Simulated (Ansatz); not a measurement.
`F[BH][GeH2][F]` + `N[SiH3]` → `FBN[SiH3]` + `[F][GeH3]` at 400 K and 1 bar (cleavage of the B–Ge bond).

Calculated with Ansatz (gas phase, PBE0-D4/def2-TZVP geometries, no zero-point term in ΔE). CBS: MP2 limit from def2 TZ/QZ plus the TZ coupled-cluster correction, frozen cores. This one scheme is used for every species. For Ge outer-core shells are correlated without core-valence functions, which leaves a few kJ/mol of doubt a bond. Scalar relativity is left out up to krypton. Each species was taken in one conformer, which may not be the lowest.

```tsv
species	CCSD(T)/CBS energy (Eh)	H − E (kJ/mol)	S (J/(mol·K))
`F[BH][GeH2][F]`	-2302.35660	113.9	354.4
`N[SiH3]`	-346.80422	153.0	285.3
`FBN[SiH3]`	-471.49367	179.7	346.0
`[F][GeH3]`	-2177.72589	83.9	268.6
```

H − E and S are ideal-gas, rigid-rotor, harmonic terms from PBE0-D4/def2-TZVP, for one conformer and one mirror image of each species. 1 Eh = 2625.50 kJ/mol, R = 8.31446 J/(mol·K).

Question: By hand: ΔE, ΔH, ΔS and ΔG.

Answer: ΔE = (-471.49367) + (-2177.72589) − (-2302.35660) − (-346.80422) = -0.05874 Eh = -154.2 kJ/mol. Δ(H − E) = 179.7 + 83.9 − 113.9 − 153.0 = -3.3, so ΔH = -157.5 kJ/mol. ΔS = 346.0 + 268.6 − 354.4 − 285.3 = -25.1 J/(mol·K). ΔG = -157.5 − 400 × (-25.1)/1000 = -147.5 kJ/mol.

Question: By hand: the equilibrium constant, and the temperature at which ΔG would vanish if ΔH and ΔS stayed fixed.

Answer: log₁₀ K = −ΔG/(RT ln 10) = 19.3. ΔG = 0 at ΔH/ΔS = 6275 K, far beyond where these terms or the molecules hold.

ΔH outweighs TΔS. A doubt of 5 kJ/mol in ΔE shifts log₁₀ K by 0.7 here. Other conformers and mirror images would add mixing entropy, several J/(mol·K) or more a flexible species. These are equilibria of isolated gas molecules and say nothing of rates. Largest T1 diagnostic: 0.013 (customary marks: 0.02 for closed shells, 0.045 for open ones).
